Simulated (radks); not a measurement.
Q: Species: W53+. Configuration: [Ar] 3d3 (the NIST ground configuration). Method: non-relativistic Kohn-Sham, TPSS, spin-polarised, spherical densities, point nucleus; open shells are filled with parallel spins first (spin-orbit coupling, left out, can overturn this in heavy ions); meta-GGA in the generalised Kohn-Sham scheme; relativity is left out, which matters for an element this heavy; computed with a radial shooting solver on a logarithmic mesh with Libxc functionals. Some entries of the table are withheld. Estimate them.

orbital  occ.  eigenvalue (hartree)  r(max) (bohr)  <1/r> (bohr^-1)
1s up       1             -2472.974        0.01358            73.47
1s down     1             -2472.972        0.01358            73.47
2s up       1             -510.7209        0.07371            17.36
2s down     1             -510.0879        0.07367            17.38
2p up       3             -495.6307            (1)            17.35
2p down     3             -495.1622            (2)            17.37
3s up       1             -197.9103         0.1956            7.121
3s down     1             -197.3170         0.1958            7.100
3p up       3             -191.7255         0.1834            7.071
3p down     3             -191.0467         0.1837            7.049
3d up       3                   (3)            (4)            6.969
3d down     0                   (5)            (6)            6.956

A: 
(1) 2p up r(max) (bohr): 0.05726
(2) 2p down r(max) (bohr): 0.05721
(3) 3d up eigenvalue (hartree): -181.5241
(4) 3d up r(max) (bohr): 0.1428
(5) 3d down eigenvalue (hartree): -180.6126
(6) 3d down r(max) (bohr): 0.1430
